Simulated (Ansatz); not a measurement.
The cluster Si7W3. The state is a triplet with charge 0. Geometry PBE-D4/def2-SVP, that of the charge -1 doublet; atoms count from 1.

Cartesian coordinates in Å:
```
W -1.113 -1.592 -0.469
W 1.940 0.717 1.033
W -0.738 1.470 -1.101
Si -0.042 2.020 1.472
Si 0.971 -0.435 -0.894
Si -1.798 0.395 0.898
Si 0.373 -1.159 1.438
Si -0.736 -0.347 -2.665
Si -0.404 -3.347 1.050
Si 1.546 2.277 -0.763
```

In the def2 sets W takes a core potential; there is no spin–orbit coupling. The charge 0 triplet is spin-contaminated (final ⟨S²⟩ up to 2.55, 2.00 for a pure state). The structure comes from a short search, and lower isomers may exist.

(1) Estimate the Mulliken populations from the PBE0/def2-SVP orbitals of Ansatz.

(2) Where does the spin sit?

(3) And the Mayer bond orders between bonded heavy atoms (over 0.3)?

Answers

(1) 
```csv
atom,charge (e),spin (α − β),d electrons
W1,0.35,0.58,4.96
W2,0.43,1.19,4.85
W3,0.46,-0.28,4.98
Si4,-0.18,-0.12,–
Si5,-0.45,0.01,–
Si6,-0.24,0.22,–
Si7,-0.14,-0.09,–
Si8,-0.14,0.11,–
Si9,0.00,0.47,–
Si10,-0.09,-0.09,–
```
Mulliken values and Mayer orders depend strongly on the basis.

(2) Summed by element: W 1.49, Si 0.51, of 2 unpaired in all. Largest on single atoms: W2 1.19, W1 0.58, Si9 0.47.

(3) W1–W3 0.44 (3.15 Å); W1–Si5 0.85 (2.42 Å); W1–Si6 0.83 (2.51 Å); W1–Si7 0.78 (2.46 Å); W1–Si8 0.74 (2.55 Å); W1–Si9 1.27 (2.43 Å); W2–W3 0.41 (3.51 Å); W2–Si4 1.23 (2.41 Å); W2–Si5 0.89 (2.45 Å); W2–Si7 0.78 (2.48 Å); W2–Si10 1.09 (2.41 Å); W3–Si4 0.53 (2.72 Å); W3–Si5 0.64 (2.57 Å); W3–Si6 0.88 (2.50 Å); W3–Si8 1.06 (2.40 Å); W3–Si10 0.92 (2.45 Å); Si4–Si6 0.58 (2.46 Å); Si5–Si8 0.58 (2.46 Å); Si7–Si9 0.88 (2.35 Å). Values over 0.3 also appear between atoms too far apart for a bond (Si6–Si7 0.31 at 2.72 Å); they arise where an orbital or an unpaired electron spreads over both atoms.
